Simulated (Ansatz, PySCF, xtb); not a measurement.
The molecule NiGe, closed-shell singlet (lowest of 2S+1 = 1, 3, 5 at CCSD(T)/def2-TZVPP on PBE0 minima; our sources give no spin for the ground state, which may be another). No spin–orbit coupling. Ni is treated without relativity. Ge is treated without relativity.

Seven points along R, fitted to fifth degree in 1/R; most abundant isotopes. In def2 and cc sets the state is the lowest found near the PBE0 minimum, followed along R. The singlet is held restricted.

Programs: Ansatz (an electronic-structure program) with Gaussian orbitals; PySCF for LANL2DZ rows; xtb for the GFN methods. 

| level | r_e (Å) | ω_e (cm⁻¹) | ω_e x_e (cm⁻¹) | α_e (cm⁻¹) | dipole (D) |
|---|---|---|---|---|---|
| GFN1-xTB | 2.066 | 406 | 2.3 | 0.00085 | - |
| GFN2-xTB | 2.193 | 260 | 2.1 | 0.0011 | - |
| SVWN5/def2-TZVPP | 2.074 | 386 | 1.1 | 0.00049 | 0.03 |
| PBE/def2-TZVPP | 2.118 | 362 | 1.0 | 0.00048 | 0.14 |
| BP86/LANL2DZ | 2.156 | 347 | 0.99 | 0.00044 | 0.72 |
| r2SCAN/def2-TZVPP | 2.092 | 379 | 1.0 | 0.00047 | 0.70 |
| B97M-V/def2-TZVPP | 2.112 | 362 | 1.0 | 0.00048 | 0.29 |
| B3LYP/LANL2DZ | 2.136 | 361 | 0.97 | 0.00043 | 0.79 |
| B3LYP/def2-TZVPP | 2.103 | 370 | 1.0 | 0.00047 | 0.31 |
| PBE0/def2-TZVPP | 2.089 | 381 | 1.0 | 0.00046 | 0.73 |
| BHLYP/def2-TZVPP | 2.081 | 382 | 1.0 | 0.00048 | 0.95 |
| CAM-B3LYP/def2-TZVPP | 2.074 | 395 | 1.00 | 0.00045 | 0.71 |
| wB97X-V/def2-TZVPP | 2.075 | 400 | 0.98 | 0.00044 | 1.28 |
| wB97M-V/def2-TZVPP | 2.076 | 398 | 1.00 | 0.00044 | 1.02 |
| B2PLYP/def2-TZVPP | 2.155 | 355 | 0.58 | 0.00037 | - |

Correlated levels freeze the inner cores; with def2 sets outer-core shells near the valence are correlated too. Rows in LANL2DZ carry no dispersion term and start afresh at each structure. LANL2DZ brings its own core potentials from Na on.

Doubts at one or more of the structures used: a restricted determinant that unrestricted orbitals would lower (B2PLYP/def2-TZVPP).
